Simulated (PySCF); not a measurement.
SMILES F[Si](S)(S)S (H3FS3Si), singlet (PBE0/def2-SVP optimised geometry):

```
8

F     -1.373     0.767     0.000
Si    -0.841    -0.767     0.000
S     -1.559    -1.753    -1.736
S      1.280    -0.767     0.000
S     -1.561    -1.751     1.736
H     -2.844    -1.379    -1.530
H      1.373     0.085    -1.047
H     -1.139    -0.776     2.576
```

Computed with PBE0/def2-TZVP run with PySCF.

Question: What are the frontier orbital energies and the dipole moment?

Answer: HOMO-2 -8.19 eV, HOMO-1 -8.04 eV, HOMO -8.04 eV, LUMO -0.13 eV, LUMO+1 0.17 eV; dipole moment 0.45 D.

On the same geometry PySCF with PBE/def2-TZVP gives HOMO-2 -6.92 eV, HOMO-1 -6.78 eV, HOMO -6.78 eV, LUMO -1.09 eV, LUMO+1 -0.77 eV; dipole moment 0.46 D.

Meta-Löwdin charges at PBE0/def2-TZVP: F1 -0.51, Si2 0.99, S3 -0.28, S4 -0.28, S5 -0.28, H6 0.12, H7 0.12, H8 0.12.
